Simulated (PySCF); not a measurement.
# Two-component Hartree-Fock for Ca (calcium, neutral)

Start: [Ar] 4s2. Calculated with PySCF 2.14 in x2c-TZVPall-2c: generalised Hartree-Fock with the X2C-1e Hamiltonian and a Gaussian nucleus; one run each with spin-orbit coupling (SO) switched off, then screened by Boettger's factors. This is a chosen level, not necessarily the ground level.

```
spinor shell  electrons  ε, spin-free (eV)  ε, screened SO (eV)  weight of nominal j (screened SO)  rms radius, screened SO (bohr)
       1s1/2          2            -4084.7              -4084.7                              1.000                          0.0888
       2s1/2          2            -461.57              -461.56                              1.000                           0.393
       2p1/2          2            -371.04              -373.61                              1.000                           0.361
       2p3/2          4            -371.04              -369.77                              1.000                           0.363
       3s1/2          2            -61.540              -61.539                              1.000                            1.24
       3p1/2          2            -36.431              -36.716                              1.000                            1.38
       3p3/2          4            -36.431              -36.290                              1.000                            1.38
       4s1/2          2             -5.341               -5.341                              1.000                            4.50
```

| quantity | spin-free | screened SO |
| --- | --- | --- |
| E (hartree) | -679.61834 | -679.62170 |
| M_J | 0 | 0 |
| ⟨J²⟩ | 0.000 | 0.000 |
| ⟨L²⟩ | 0.000 | 0.000 |
| ⟨S²⟩ | 0.000 | 0.000 |

Without spin-orbit coupling the j labels of p, d and f shells carry no meaning; the spin-free column gives the mean over the occupied spinors of each nl shell.
